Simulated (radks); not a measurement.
The mean radii <r> (bohr) of the occupied orbitals of an atom or ion are listed with their occupations. All-electron calculation, Dirac Kohn-Sham, PBEsol, spin-unpolarised, spherical densities, point nucleus. Program: a radial shooting solver on a logarithmic mesh with Libxc functionals.

| orbital | occ. | <r> |
|---|---|---|
| 1s1/2 | 2 | 0.04702 |
| 2s1/2 | 2 | 0.2099 |
| 2p1/2 | 2 | 0.1813 |
| 2p3/2 | 4 | 0.1849 |
| 3s1/2 | 2 | 0.6245 |
| 3p1/2 | 2 | 0.6397 |
| 3p3/2 | 4 | 0.6504 |
| 3d3/2 | 4 | 0.7231 |
| 3d5/2 | 6 | 0.7279 |
| 4s1/2 | 1 | 1.869 |
| 5s1/2 | 1 | 4.353 |

Name the element and its charge. Open shells, if any, fill j = l - 1/2 first.

Answer. Z = 32, germanium, charge +2: Ge2+ in [Ar] 3d10 4s1 5s1. The 1s radius gives Z: for a bare nucleus <r> = (2 gamma + 1)/(2Z) with gamma = sqrt(1 - (Z/c)^2), 0.04601 bohr for Z = 32, and screening makes it slightly larger (0.04702 here). The occupations add up to 30, and the charge is Z minus that.
